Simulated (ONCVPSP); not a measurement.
# tungsten: one change to an ONCV potential, before and after

ONCVPSP 4.0.1 input, shortened (lines: element, Z, core and valence counts, functional; n l f; lmax; l rc ep ncon nbas qcut; lloc lpopt rc5 dvloc0; l nproj debl; icmod fcfact rcfact), LDA (Perdew-Zunger), scalar-relativistic:

```
  W 74.00   12    2        3      upf
    1    0    2.00
    2    0    2.00
    2    1    6.00
    3    0    2.00
    3    1    6.00
    3    2   10.00
    4    0    2.00
    4    1    6.00
    4    2   10.00
    4    3   14.00
    5    0    2.00
    5    1    6.00
    5    2    4.00
    6    0    2.00
    2
    0    2.90    0.00    4    9    2.50
    1    2.40    0.25    4    8    3.30
    2    1.65    0.00    4    7    6.30
    4    5    1.10    0.00
    0    2    0.80
    1    1    1.50
    2    3    0.80
    0    0.00    0.00
```

Change: local potential polynomial inside 1.10 bohr (lpopt 5, dvloc0 5.5 Ha).

Cutoffs: the cutoffs (Ha) at which the residual kinetic energy of the hardest occupied pseudo-wave falls to 1 and 0.1 mHa per electron; they do not see the model core or the augmentation charge, which bear on the density cutoff. Errors are all-electron minus pseudo energies relative to the spin-unpolarised reference configuration.

Predict the effect on cutoff, ghosts and configuration errors.

The potential gets neither clearly harder nor softer (14 Ha and 17 Ha → 14 Ha and 17 Ha); both files keep a bound ghost (p, s); the lowest positive-energy flag moves from s at 39.5 eV to s at 66.6 eV; of the 4 tests that both files solve, the error grows in 0 and shrinks in 1 by more than 15 % and 0.3 meV (median size 54.7 → 43.0 meV).

| quantity | base | changed |
| --- | --- | --- |
| cutoff, loose | 14 Ha | 14 Ha |
| cutoff, tight | 17 Ha | 17 Ha |
| bound ghosts | s, p | s, p |
| GHOST(+) flags under 300 eV | s at 39.5 eV | s at 66.6 eV |
| error for 5d4 6s1, meV [ΔE 9.13 eV] | +2.8 | +2.8 |
| error for 5d4 6s0, meV [ΔE 25.16 eV] | +32 | +32 |
| error for 5d3 6s0, meV [ΔE 50.86 eV] | +81 | +81 |
| error for 5d4 6s0 6p2, meV [ΔE 9.44 eV] | +78 | +54 |
| s: phases at 2.95 bohr within 0.05 rad from the reference energy up to (Ha; the scan ends near 5) | 1.3 | 1.6 |
| p: phases at 2.44 bohr within 0.05 rad from the reference energy up to (Ha; the scan ends near 5) | 0.5 | 0.7 |
| d: phases at 1.67 bohr within 0.05 rad from the reference energy up to (Ha; the scan ends near 5) | to the end of the scan | to the end of the scan |

 A true bound ghost makes a file unfit for plane-wave use even where its test errors are small: the radial tests pick states by their node count and pass the ghost by.
